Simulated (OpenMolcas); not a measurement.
Ag2+ among 6 point charges of -1 e arranged as an octahedron (Oh).

| Property | Result |
| --- | --- |
| Program | OpenMolcas |
| Method | SS-CASPT2, IPEA 0.25 Eh, imaginary shift 0.1 Eh (closed shells correlated: 4s 4p) |
| Basis | ANO-RCC-VDZP [6s5p3d1f] |
| Scalar Hamiltonian | DKH2, point nucleus |
| Active space | 9 electrons in 5 orbitals (4d) |
| State averaging | 2S+1 = 2 even, 5 roots |
| Spin-orbit coupling | RASSI with atomic mean-field integrals over the reference wave functions |

All point charges move together. At R = 1.84 Å |10Dq| is 6287 cm-1, and at R = 1.92 Å it is 5256 cm-1.

Question: A third run gives 3723 cm-1. What distance was it run at?

Answer: With a power law R^-n the two known points give n = -ln(5256 / 6287) / ln(1.92 / 1.84) = 4.21. Then R = 1.84 × (6287 / 3723)^(1/4.21) = 2.084 Å. The run was at 2.08 Å, so the estimate is off by +0.004 Å.

Roots that are degenerate in the reference are averaged as groups; the widest CASPT2 spread within a group is 10 cm-1 (the 2-fold group of multiplicity 2 near 0 cm-1 above the lowest state of its run, R = 1.84). Shifts and gaps below about the spread of the groups concerned are not significant. An orbital doublet at a regular site is open to a Jahn-Teller distortion, which this geometry leaves out. Free-ion shares, where given, are those of the reference states; single-state CASPT2 does not remix them. The ground term spreads over less than 5000 cm-1, several times less than with real ligands, so orbital moments are less quenched and χT lies further from the spin-only value than at real sites (holds for R = 2.08). Point charges carry no covalency, so the field is a model and not that of real ligands. No measured value stands beside these numbers.
